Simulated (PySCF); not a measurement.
## A thermochemical cycle for SiBr

PBE in PySCF with def2-TZVPPD on every atom, for the lowest determinant that a PBE0 search found; no spin–orbit coupling. SiBr, a doublet (π ↑), has De = 4.08 eV to neutral atoms, and SiBr⁺, a singlet (closed shell), has De = 5.00 eV to Si⁺ + Br.

At the same level the Si atom ionises at 8.19 eV.

Q: What is the adiabatic ionisation energy of the molecule, and does ionisation strengthen or weaken the bond?

A: IE = IE(Si) + De(neutral) − De(ion) = 8.19 + 4.08 − 5.00 = 7.27 eV. De changes by +0.92 eV, so ionisation strengthens the bond.

For an ion De counts to the pair picked by the measured ionisation energies or electron affinities, which need not be the lowest pair at this level. States were picked by a PBE0 search and need not be the measured ground states.
